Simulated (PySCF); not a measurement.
A GIAO shielding run with PySCF (density fitting, non-relativistic, gas phase) on `O=C(CCCC)Cl`, C5H9ClO:

```
$ OMP_NUM_THREADS=1 python probes_run.py task.json out

{"job": {"kind": "nmr", "xc": "KT2", "basis": "pcSseg-1", "pop": false}, "charge": 0, "multiplicity": 1}
C     -1.415090     0.728574     0.645280
C     -0.040525     1.077321     1.192299
C      1.085608     0.773790     0.213656
C      2.451685     1.140552     0.765193
C      3.576639     0.854934    -0.183703
O      3.506837     0.383931    -1.265774
Cl     5.168070     1.322809     0.509687
H     -2.209325     0.960991     1.370332
H     -1.488193    -0.343514     0.402675
H     -1.631297     1.289838    -0.277786
H      0.136027     0.525921     2.132889
H     -0.008640     2.147525     1.463479
H      1.076694    -0.296610    -0.051530
H      0.918968     1.314887    -0.732758
H      2.676215     0.602323     1.702373
H      2.516778     2.209548     1.031770
```

Hardware: 1 thread of an AMD EPYC 7R43 64-Core, shared host.

(1) How large is the calculation?

(2) How long does it take, and how much memory does it need?

(3) And these other runs on the same molecule and hardware: GIAO shielding at BLYP/pcSseg-1; GIAO shielding at BP86/pcSseg-1; GIAO shielding at OPBE/pcSseg-1; GIAO shielding at PBE0/pcSseg-1; GIAO shielding at mPW1PW91/pcSseg-1?

## Answers

(1) 64 electrons, 171 basis functions and 907 auxiliary functions.

(2) 32 s of wall time, with 16 SCF cycles; peak memory 0.97 GiB. Times on a shared host scatter by some tens of per cent.

(3) BLYP/pcSseg-1: 171 functions, 28 s; BP86/pcSseg-1: 171 functions, 27 s; OPBE/pcSseg-1: 171 functions, 28 s; PBE0/pcSseg-1: 171 functions, 16 s; mPW1PW91/pcSseg-1: 171 functions, 14 s.
